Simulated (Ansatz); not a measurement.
Computed with Ansatz on PBE0-D4/def2-TZVP structures; ΔE is electronic, products minus reactants. CCSD(T)/CBS is the MP2 limit (def2-TZVPP, def2-QZVPP) plus CCSD(T) − MP2 in def2-TZVPP, frozen cores. This one scheme is used for every species. DFT in def2-TZVPP. B3LYP here is the variant with VWN-RPA as its local correlation; programs differ in this. Each species was taken in one conformer, which may not be the lowest.

Reaction (hydrogenolysis of the Si–O bond): `CO[SiH](S)Cl` + H₂ → `S[SiH2]Cl` + CH₃OH

`CO[SiH](S)Cl`:

Z-matrix (Å, degrees):
```
C
O 1 1.414
H 1 1.090 2 107.8
H 1 1.094 2 111.2 3 -119.5
H 1 1.095 2 111.2 3 119.0
Si 2 1.626 1 124.1 3 175.1
Cl 6 2.039 2 104.7 1 -178.7
S 6 2.124 2 112.9 1 -56.6
H 6 1.479 2 112.6 1 62.3
H 8 1.345 6 93.7 2 -60.5
```

H₂:

Z-matrix (Å, degrees):
```
H
H 1 0.746
```

`S[SiH2]Cl`:

```xyz
6

S    -0.047   -1.553    0.701
Si   -0.140    0.477    0.097
Cl   -0.915    0.716   -1.790
H     0.943   -1.867   -0.153
H     1.204    1.092    0.081
H    -1.045    1.135    1.063
```

CH₃OH:

Cartesian coordinates in Å:
```
C 0.244 0.172 0.194
O -0.289 -0.866 -0.596
H 1.265 -0.114 0.451
H -0.314 0.316 1.127
H 0.283 1.128 -0.343
H -1.190 -0.637 -0.833
```

| level | ΔE (kJ/mol) |
| --- | --- |
| PBE-D4 | 81.3 |
| B3LYP-D4 | 89.0 |
| ωB97X-V | 85.7 |
| MP2/def2-QZVPP | 95.7 |

(1) What does CCSD(T)/CBS give? (Best estimate.)

Largest T1 diagnostic among the species: 0.011.

## Answers

(1) The calculation gave: +88.0 kJ/mol. The listed levels differ from it by -6.7, 1.0, -2.3, 7.7 kJ/mol.

At CCSD(T), def2-SVP lies −14.5 kJ/mol from the extrapolated value and def2-TZVPP −1.6 kJ/mol. Leaving LDA and LC-ωPBE aside and taking each functional with its dispersion term where it has one, the values, not all of them listed here, spread over 11.4 kJ/mol, from HSE06-D4 to r2SCAN-D4. LDA lies +12.6 kJ/mol from PBE without D4. From r2SCAN to r2SCAN0 (25 % exact exchange), in def2-TZVPP and without D4, ΔE moves by −3.3 kJ/mol.
